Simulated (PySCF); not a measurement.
Compound: C₃H₁₀ClNSi₂.
Structure used (GFN2-xTB), in Å, numbered top down from 1:
```
atom  x, y, z in Å
C1     2.049   -0.429    0.927
N2     0.813   -0.130    0.257
C3    -0.128   -1.231    0.240
Si4   -1.670   -0.709   -0.760
Cl5   -3.337   -1.018    0.344
C6    -1.316    1.133   -1.009
Si7    0.280    1.474   -0.027
H8     2.723    0.420    0.838
H9     2.524   -1.305    0.474
H10    1.894   -0.638    1.993
H11    0.365   -2.104   -0.206
H12   -0.394   -1.523    1.267
H13   -1.801   -1.488   -1.993
H14   -2.130    1.766   -0.665
H15   -1.170    1.369   -2.059
H16    1.318    2.154   -0.808
H17   -0.026    2.269    1.177
```

Computed, not measured: TDDFT B3LYP/def2-SVPD, vertical, gas phase, core orbitals frozen in the response (PySCF).

Ground-to-excited transition dipoles (e·a0, same axes as the geometry; the sign carries no meaning), for the states with f of 0.002 or more among the lowest 8:

```
state  E (eV)      μx      μy      μz
   S1   5.201   0.047   0.038  -0.197
   S2   5.550   0.113  -0.061  -0.126
   S3   5.714   0.183  -0.112   0.157
   S4   6.163  -0.182   0.188   0.361
   S5   6.311   0.033  -0.164  -0.005
   S7   6.667   0.019   0.111  -0.077
   S8   6.882  -0.222   0.138  -0.207
```

Problem. What oscillator strength does each state have?

Solution. f = (2/3) ΔE |μ|² with ΔE in hartree (27.2114 eV).

```csv
state,|μ|² (au),|μ| (D),f
S1,0.043,0.52,0.005
S2,0.033,0.46,0.004
S3,0.071,0.68,0.010
S4,0.199,1.13,0.030
S5,0.028,0.42,0.004
S7,0.019,0.35,0.003
S8,0.112,0.85,0.019
```

Problem. What angle do the transition dipoles of S4 and S8 make?

Solution. |cos θ| = |μa·μb| / (|μa| |μb|) = 0.06, so θ ≈ 87° (taken between 0 and 90°, since the signs are arbitrary).

Problem. How is the summed strength of these states shared among x, y and z?

Solution. (2/3) Σ ΔE μα² gives 0.020 for x, 0.017 for y and 0.038 for z, 0.076 in all.

Problem. What peak molar absorption coefficient would the strongest computed level give as a lone Gaussian band 0.4 eV wide at half height?

Solution. ε(max) = 2.175×10⁸ f / FWHM, with the width in cm⁻¹. S4: 2.175×10⁸ × 0.0300 / 3226 ≈ 2000 L mol⁻¹ cm⁻¹.

One conformer stands for the species.
